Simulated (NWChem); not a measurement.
System: SiH2OBrCl; SMILES O[SiH](Br)Cl

```xyz
6

Si    -0.5151     0.5759     0.4300
O     -1.9384     0.8639    -0.3356
Cl     0.9130     1.9485    -0.1287
Br     0.2621    -1.4406    -0.0648
H     -0.7681     0.6720     1.8786
H     -1.9598     0.8386    -1.2980
```
Atoms are numbered in this order, from 1.

All runs: NWChem. Geometry: optimised at PBE0/def2-SVP. Level: PBE/def2-SVP with SMD (1 M gas to 1 M solution), gas-phase geometry. Reactions with the solvent are ignored.

```
solvent             dielectric constant  solvation free energy (kcal/mol)  cavity-dispersion-structure term (kcal/mol)  dipole in solution (D)
------------------  -------------------  --------------------------------  -------------------------------------------  ----------------------
water                              78.4                              -3.9                                          1.2                    1.44
chloroform                         4.71                                 ?                                         -2.9                    1.37
cyclohexane                        2.02                              -4.2                                         -2.9                    1.25
dimethyl sulfoxide                 46.8                              -4.8                                         -2.2                    1.37
```

Q: Some entries are withheld; supply them.

A: 
- chloroform, solvation free energy (kcal/mol): -6.0
